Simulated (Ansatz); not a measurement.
C2H7BGaN (`CB/N=[CH]\[GaH2]`) at its PBE0-D4/def2-TZVP geometry, where that method's forces vanish. Total charge 0; spin multiplicity 1.

```xyz
12

C    -0.9034    1.9336    0.3429
B    -0.4031    0.4946    0.0830
N    -1.1906   -0.6789   -0.1660
C    -0.4722   -1.7312   -0.3459
Ga    1.5320   -1.5085   -0.2424
H    -1.9909    2.0121    0.3262
H    -0.5306    2.2947    1.3086
H    -0.4813    2.6199   -0.4008
H     0.8490    0.3447    0.0925
H    -1.0143   -2.6690   -0.5420
H     2.3434   -1.2986   -1.5702
H     2.2619   -1.8134    1.1141
```

**Question.** What forces (eV/Å) does r2SCAN-D4/def2-TZVPP give on these atoms in Ansatz? (Estimate.)

**Answer.** Ansatz gave: 
```
C1  -0.007 -0.027 -0.006
B2  -0.042  0.150  0.026
N3  -0.152  0.188  0.032
C4   0.175 -0.259 -0.044
Ga5  0.059  0.042  0.010
H6   0.020  0.003  0.001
H7  -0.004  0.013 -0.026
H8  -0.005  0.002  0.029
H9   0.048 -0.070 -0.012
H10 -0.011 -0.035 -0.008
H11 -0.044 -0.023  0.096
H12 -0.038  0.015 -0.101
```
